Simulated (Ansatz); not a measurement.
A made-up structure of NH₂Te, doublet:

| atom | x (Å) | y (Å) | z (Å) |
| --- | --- | --- | --- |
| N1 | 0.1742 | -1.2446 | 0.4193 |
| Te2 | 1.1331 | 0.6119 | -0.2313 |
| H3 | -0.9598 | -1.0766 | 0.3856 |
| H4 | -0.3475 | 1.7093 | -0.5737 |

It is relaxed with PBE-D4/def2-SVP and then PBE0-D4/def2-TZVP (Ansatz 0.2.0). Atoms count as bonded within 1.22 times the sum of their covalent radii (H–H: 0.88 Å). The end point is not checked to be a true minimum.

Task: Does its bonding change? (A judgement: the text doesn't fix the answer.)

Result: Computed: No: no bond forms or breaks.

Where it ends: The first stage lowers the energy by 0.55 eV in 6 steps. It ends as NH₂Te ([NH][TeH]):
| atom | x (Å) | y (Å) | z (Å) |
| --- | --- | --- | --- |
| N1 | 0.1568 | -1.1112 | 0.3744 |
| Te2 | 1.0111 | 0.5474 | -0.2068 |
| H3 | -0.8560 | -0.9620 | 0.3445 |
| H4 | -0.3119 | 1.5258 | -0.5120 |

Labels in which every atom is bracketed show which atoms are joined, not bond orders.

For scale, one of the runs: PBE0-D4/def2-TZVP relaxation, 93 basis functions, launched by `ansatz run in.yaml --threads 2 --pin off --events-out ev --progress --plain --max-ram 4352MiB`. Hardware: 2 CPU threads of an Intel Xeon Platinum 8259CL, shared host. Wall time about 17 s.
